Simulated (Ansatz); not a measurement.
`[NH2][Zn][AlH][Cl]` + `N[SiH3]` → `[SiH3][NH][AlH][Cl]` + `[NH2][ZnH]` at 600 K and 1 bar (cleavage of the Al–Zn bond).

Calculated with Ansatz (gas phase, PBE0-D4/def2-TZVP geometries, no zero-point term in ΔE). CCSD(T)/CBS adds triple-zeta CCSD(T) − MP2 to the extrapolated MP2 energy (def2 sets, frozen cores). This one scheme is used for every species. For Zn outer-core shells are correlated without core-valence functions, which leaves a few kJ/mol of doubt a bond. Scalar relativity is left out up to krypton. One conformer a species, not always the lowest.

```csv
species,CCSD(T)/CBS energy (Eh),H − E (kJ/mol),S (J/(mol·K))
`[NH2][Zn][AlH][Cl]`,-2536.75835,144.1,454.8
`N[SiH3]`,-346.80422,170.6,320.8
`[SiH3][NH][AlH][Cl]`,-1048.70845,190.5,440.3
`[NH2][ZnH]`,-1834.88092,113.5,307.4
```

H − E and S are ideal-gas, rigid-rotor, harmonic terms from PBE0-D4/def2-TZVP, for one conformer and one mirror image of each species. 1 Eh = 2625.50 kJ/mol, R = 8.31446 J/(mol·K).

Q: By hand: ΔE, ΔH, ΔS and ΔG.

A: ΔE = (-1048.70845) + (-1834.88092) − (-2536.75835) − (-346.80422) = -0.02680 Eh = -70.4 kJ/mol. Δ(H − E) = 190.5 + 113.5 − 144.1 − 170.6 = -10.7, so ΔH = -81.1 kJ/mol. ΔS = 440.3 + 307.4 − 454.8 − 320.8 = -27.9 J/(mol·K). ΔG = -81.1 − 600 × (-27.9)/1000 = -64.4 kJ/mol.

Q: By hand: the equilibrium constant, and the temperature at which ΔG would vanish if ΔH and ΔS stayed fixed.

A: log₁₀ K = −ΔG/(RT ln 10) = 5.6. ΔG = 0 at ΔH/ΔS = 2907 K, far beyond where these terms or the molecules hold.

ΔH outweighs TΔS. A doubt of 5 kJ/mol in ΔE shifts log₁₀ K by 0.4 here. Other conformers and mirror images would add mixing entropy, several J/(mol·K) or more a flexible species. Modes under 60 cm⁻¹, often nearly free rotors, make the harmonic entropy too high. These are equilibria of isolated gas molecules and say nothing of rates. Largest T1 diagnostic: 0.016 (customary marks: 0.02 for closed shells, 0.045 for open ones).
